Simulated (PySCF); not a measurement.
**Radial density of In²⁺ (indium, charge +2)**

UHF, [Kr] 4d9 5s1 6s1, high-spin 4D determinant (an excited configuration). Calculation: PySCF 2.14, in aug-cc-pwCVTZ-DK3 (10s9p7d4f1g, 109 functions); scalar relativity by spin-free X2C-1e.

```tsv
r (bohr)	4πr²ρ (e/bohr)	4πr²(ρα − ρβ)
0.0312	57.24	0.0008
0.0525	58.52	0.0124
0.0883	80.24	0.0809
0.148	59.08	0.1977
0.250	64.54	0.3042
0.420	35.95	0.0055
0.707	20.70	0.9196
1.19	12.99	0.9347
2.00	2.030	0.8266
3.36	0.2589	0.2432
5.66	0.2396	0.2396
9.51	0.007127	0.0071
```

Densities and radii are taken from the X2C orbitals without a picture-change correction, which distorts them close to the nucleus.

The outer electron is Rydberg-like, and this basis confines it to a smaller radius and binds it less than a complete one would.
